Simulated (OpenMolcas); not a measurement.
# Pt3+ in a point-charge field

Pt3+ among 8 point charges of -0.78 e arranged as a cube (Oh), 1.82 Å from the ion.
```
   1.0508    1.0508    1.0508  -0.78
   1.0508    1.0508   -1.0508  -0.78
   1.0508   -1.0508    1.0508  -0.78
   1.0508   -1.0508   -1.0508  -0.78
  -1.0508    1.0508    1.0508  -0.78
  -1.0508    1.0508   -1.0508  -0.78
  -1.0508   -1.0508    1.0508  -0.78
  -1.0508   -1.0508   -1.0508  -0.78
```

* Program: OpenMolcas
* Method: SS-CASPT2, IPEA 0.25 Eh, imaginary shift 0.1 Eh (closed shells correlated: 5s 5p)
* Basis: ANO-RCC-VTZP [8s7p5d3f1g]
* Scalar Hamiltonian: DKH2, point nucleus
* Active space: 7 electrons in 5 orbitals (5d)
* State averaging: 2S+1 = 4 even, 10 roots; 2S+1 = 2 even, 40 roots
* Spin-orbit coupling: state interaction with AMFI integrals over the reference wave functions

The lowest spin-free states (labels of O, the rotations of Oh), above the lowest:

```
State  Degeneracy  E (cm-1)  Free-ion L (%)
  4A2           1         0         F (100)
  4T2           3      5670         F (100)
  4T1           3      9860          F (95)
   2E           2     14720          G (73)
  2T1           3     15640          G (63)
  4T1           3     17500          P (95)
  2A1           1     18630         G (100)
  2T2           3     18890          G (79)
  2T2           3     21240          H (75)
  2T1           3     21400          H (52)
   2E           2     23330          H (54)
  2T1           3     24350          P (54)
  2T2           3     27490          D (67)
  2T1           3     27630          H (80)
   2E           2     32200          D (44)
  2A2           1     32360         F (100)
  2T2           3     32790          F (96)
  2T1           3     34870          F (94)
   2E           2     50720          D (99)
  2T2           3     51560          D (97)
```

The lowest levels with spin-orbit coupling:

```csv
E (cm-1),Degeneracy,Label,2S+1,g
0,4,Γ8,4 (89 %),
3140,4,Γ8,4 (78 %),
4360,2,Γ6,4 (76 %),4.05 4.05 4.05
10830,4,Γ8,4 (73 %),
12500,2,Γ7,4,3.34 3.34 3.34
12550,2,Γ6,4,2.29 2.29 2.29
14240,2,Γ7,4 (70 %),1.58 1.58 1.58
14370,4,Γ8,4 (68 %),
14620,4,Γ8,4 (60 %),
19300,4,Γ8,2 (68 %),
19430,2,Γ6,2 (77 %),3.50 3.50 3.50
20050,4,Γ8,4 (85 %),
20480,4,Γ8,4 (78 %),
22520,2,Γ7,4,2.34 2.34 2.34
22950,4,Γ8,2 (86 %),
24170,2,Γ6,4 (67 %),2.09 2.09 2.09
25670,4,Γ8,2 (87 %),
26690,2,Γ7,2,3.76 3.76 3.76
27510,2,Γ6,2,2.29 2.29 2.29
28040,4,Γ8,2,
```

Powder χT (cm3 K/mol): 3.82 at 2 K, 3.83 at 10 K, 3.85 at 50 K, 3.87 at 100 K, 3.92 at 200 K, 3.98 at 300 K. The effective moment at 300 K is 2.828 √(χT) = 5.64 μB.

Roots that are degenerate in the reference are averaged as groups; the widest CASPT2 spread within a group is 380 cm-1 (the 3-fold group of multiplicity 4 near 5670 cm-1 above the lowest state of its run). Shifts and gaps below about the spread of the groups concerned are not significant. Spin-orbit coupling mixes the spin-free states strongly: the lowest level takes only 57 % from its leading state, 4A2. Free-ion shares, where given, are those of the reference states; single-state CASPT2 does not remix them. This is an electrostatic model: the charges have no orbitals. No measured value stands beside these numbers.
